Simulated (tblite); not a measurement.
Compound: C₄H₁₂B₂O.
Bonds: B1–O2, O2–B3, B3–C4, C4–C5, C4–C6, C4–C7. Hydrogens: H8, H9 on B1; H10 on B3; H11, H12, H13 on C5; H14, H15, H16 on C6; H17, H18, H19 on C7.

Computed with GFN2-xTB (tblite), gas phase: L-BFGS steps from a force-field or distance-geometry start until the largest atomic force falls under 0.01 eV/Å.

Step 53: E = -579.8845 eV
```
atom  x, y, z in Å  |  force x, y, z in eV/Å
B1      3.1300   -0.7259   -0.2554    0.044   0.107  -0.238
O2      1.9933   -0.2308    0.1272   -0.031  -0.006   0.025
B3      0.9434    0.2979    0.6796    0.045  -0.102   0.123
C4     -0.5629    0.2121    0.0775    0.086   0.018   0.017
C5     -0.6518   -0.0974   -1.4259    0.031   0.068   0.023
C6     -1.3533    1.4955    0.3835    0.003  -0.029  -0.036
C7     -1.1875   -0.9596    0.8650    0.056   0.005  -0.012
H8      3.9034   -0.0236   -0.8227   -0.106  -0.121   0.049
H9      3.3795   -1.8672   -0.0660   -0.050   0.084   0.041
H10     1.0881    0.7298    1.7770   -0.076   0.080  -0.093
H11    -1.6838   -0.3196   -1.6942   -0.007  -0.046  -0.024
H12    -0.3326    0.7504   -2.0344    0.038  -0.008   0.156
H13    -0.0296   -0.9502   -1.7003   -0.065   0.034   0.120
H14    -0.9660    2.3273   -0.2040    0.019  -0.024   0.072
H15    -2.4109    1.3828    0.1403    0.066  -0.085  -0.001
H16    -1.2701    1.7489    1.4412   -0.019  -0.014  -0.135
H17    -1.1674   -0.7491    1.9318   -0.027   0.012   0.005
H18    -0.6106   -1.8654    0.6930   -0.049  -0.065  -0.019
H19    -2.2210   -1.1464    0.5740    0.044   0.091  -0.074
```

Step 54: E = -579.8942 eV
```
atom  x, y, z in Å  |  force x, y, z in eV/Å
B1      3.1241   -0.7218   -0.2693    0.043   0.137  -0.126
O2      1.9925   -0.2186    0.1212    0.021  -0.041   0.011
B3      0.9396    0.2926    0.6836    0.124   0.025   0.119
C4     -0.5614    0.2072    0.0791    0.135   0.002   0.099
C5     -0.6479   -0.0945   -1.4226    0.013   0.009   0.071
C6     -1.3507    1.4901    0.3790    0.012  -0.045  -0.011
C7     -1.1857   -0.9623    0.8669   -0.005  -0.009  -0.013
H8      3.9101   -0.0284   -0.8306   -0.152  -0.118   0.026
H9      3.3686   -1.8598   -0.0599   -0.043   0.050   0.008
H10     1.0850    0.7417    1.7765   -0.072   0.017  -0.125
H11    -1.6798   -0.3170   -1.6852   -0.047  -0.020  -0.087
H12    -0.3243    0.7581   -2.0181    0.028  -0.001   0.082
H13    -0.0309   -0.9483   -1.6977   -0.007  -0.004   0.079
H14    -0.9558    2.3175   -0.2073   -0.011   0.010   0.047
H15    -2.4070    1.3752    0.1379    0.028  -0.063  -0.045
H16    -1.2707    1.7440    1.4338   -0.006   0.020  -0.032
H17    -1.1769   -0.7524    1.9341    0.029   0.009   0.000
H18    -0.6219   -1.8763    0.6943   -0.008  -0.028  -0.002
H19    -2.2167   -1.1377    0.5714   -0.080   0.047  -0.100
```

Q: Estimate the geometry and energy of step 55. (The exact step hangs on the optimiser's Hessian estimate; all steps are aligned on step 54, rigid shifts and turns removed.)

A: E = -579.8993 eV, largest force 0.157 eV/Å
```
atom  x, y, z in Å  |  force x, y, z in eV/Å
B1      3.1204   -0.7152   -0.2781    0.000   0.110  -0.053
O2      1.9946   -0.2028    0.1181    0.080  -0.060   0.001
B3      0.9398    0.2919    0.6881    0.083   0.090   0.098
C4     -0.5578    0.2036    0.0819    0.103  -0.022   0.105
C5     -0.6444   -0.0945   -1.4188    0.001  -0.024   0.073
C6     -1.3469    1.4862    0.3773    0.014  -0.042   0.011
C7     -1.1853   -0.9654    0.8668   -0.039  -0.014  -0.012
H8      3.9106   -0.0362   -0.8451   -0.133  -0.079  -0.004
H9      3.3537   -1.8512   -0.0513   -0.017   0.018  -0.013
H10     1.0746    0.7467    1.7784   -0.030   0.003  -0.098
H11    -1.6771   -0.3152   -1.6801   -0.043  -0.002  -0.104
H12    -0.3169    0.7598   -2.0079    0.024   0.003   0.042
H13    -0.0314   -0.9499   -1.6944    0.017  -0.018   0.059
H14    -0.9474    2.3108   -0.2083   -0.013   0.038   0.029
H15    -2.4027    1.3737    0.1358    0.012  -0.068  -0.062
H16    -1.2685    1.7409    1.4304   -0.005   0.040   0.022
H17    -1.1809   -0.7572    1.9344    0.041   0.004  -0.002
H18    -0.6282   -1.8837    0.6932    0.002  -0.007   0.002
H19    -2.2160   -1.1330    0.5667   -0.098   0.032  -0.093
```

The energy changes by -0.0051 eV. The first-order estimate −F·Δx gives -0.0069 eV and the mean of the old and new forces, exact on a quadratic surface, -0.0051 eV. The step makes an angle of 70° with the force vector and moves no atom by more than 0.019 Å.

Hardware: one thread of an Arm Neoverse V1, no GPU, on a shared host.
